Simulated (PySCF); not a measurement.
First SCF of a structure search on triplet CuO(OH), at a hand-made linear (heavy-atom frame) geometry. PySCF input:

```python
from pyscf import gto, scf, dft
mol = gto.M(atom='''
Cu     0.000000     0.000000     0.000000
O      0.000000     0.000000     1.720000
O      0.000000     0.000000    -1.750000
H      0.735400     0.000000    -2.367100''',
    basis={'Cu': 'def2-TZVP', 'O': 'def2-TZVP', 'H': 'def2-TZVP'},
    charge=0, spin=2)
mf = dft.UKS(mol, xc='PBE0')
mf.grids.atom_grid = (50, 194)
aux = {'Cu': 'def2-universal-JKFIT', 'O': 'def2-universal-JKFIT', 'H': 'def2-universal-JKFIT'}
mf = mf.density_fit(auxbasis=aux)
mf.conv_tol = 1e-08
mf.diis_space = 10
mf.max_cycle = 60
mf.init_guess = 'minao'
mf.verbose = 4
mf.kernel()
```

Excerpt of the output (cycles alone):

```
init E= -1790.71989009423
cycle= 1 E= -1787.35470810648  delta_E= 3.37  |g|=  4.1  |ddm|= 1.55
cycle= 2 E= -1772.64002486363  delta_E= 14.7  |g|= 8.13  |ddm|=  7.5
cycle= 3 E= -1788.83532067155  delta_E= -16.2  |g|= 2.73  |ddm|= 6.89
cycle= 4 E= -1781.8964319409  delta_E= 6.94  |g|= 3.06  |ddm|= 4.17
cycle= 5 E= -1790.57792046502  delta_E= -8.68  |g|= 0.948  |ddm|= 4.08
cycle= 6 E= -1790.8807010864  delta_E= -0.303  |g|= 0.909  |ddm|= 0.934
cycle= 7 E= -1791.04327085208  delta_E= -0.163  |g|= 0.459  |ddm|= 0.46
cycle= 8 E= -1791.06790702521  delta_E= -0.0246  |g|= 0.411  |ddm|= 0.131
cycle= 9 E= -1791.08669774447  delta_E= -0.0188  |g|= 0.351  |ddm|= 0.0413
cycle= 10 E= -1791.14529190335  delta_E= -0.0586  |g|= 0.12  |ddm|= 0.261
cycle= 11 E= -1791.1460865162  delta_E= -0.000795  |g|= 0.103  |ddm|= 0.035
cycle= 12 E= -1791.14844944882  delta_E= -0.00236  |g|= 0.0398  |ddm|= 0.0411
cycle= 13 E= -1791.14924599662  delta_E= -0.000797  |g|= 0.00951  |ddm|= 0.0369
cycle= 14 E= -1791.14955870591  delta_E= -0.000313  |g|= 0.00823  |ddm|= 0.0273
cycle= 15 E= -1791.15033010673  delta_E= -0.000771  |g|= 0.0102  |ddm|= 0.107
cycle= 16 E= -1791.1503807124  delta_E= -5.06e-05  |g|= 0.0015  |ddm|= 0.0117
cycle= 17 E= -1791.15038770836  delta_E= -7e-06  |g|= 0.00203  |ddm|= 0.0142
cycle= 18 E= -1791.15038936833  delta_E= -1.66e-06  |g|= 0.000259  |ddm|= 0.00488
cycle= 19 E= -1791.1503895154  delta_E= -1.47e-07  |g|= 0.0002  |ddm|= 0.0023
cycle= 20 E= -1791.15038957004  delta_E= -5.46e-08  |g|= 5.98e-05  |ddm|= 0.00101
cycle= 21 E= -1791.15038957648  delta_E= -6.44e-09  |g|= 1.85e-05  |ddm|= 0.000238
Extra cycle  E= -1791.1503895777  delta_E= -1.22e-09  |g|= 1.67e-05  |ddm|= 4.99e-05
converged SCF energy = -1791.1503895777  <S^2> = 2.0193723  2S+1 = 3.0128872
```

No lower solution of this spin was found from smeared starts or by a stability analysis within the unrestricted form.

Open d and f shells are described by one determinant, and the ground state may have another occupation or spin.

The search for the lowest solution, 3 starts and the stability check together, took 15 s on 4 threads of a shared Arm Neoverse V1 host, with 113 basis functions; the process peaked at 0.49 GiB. Launch command: `OMP_NUM_THREADS=4 python axn.py task.json out`.
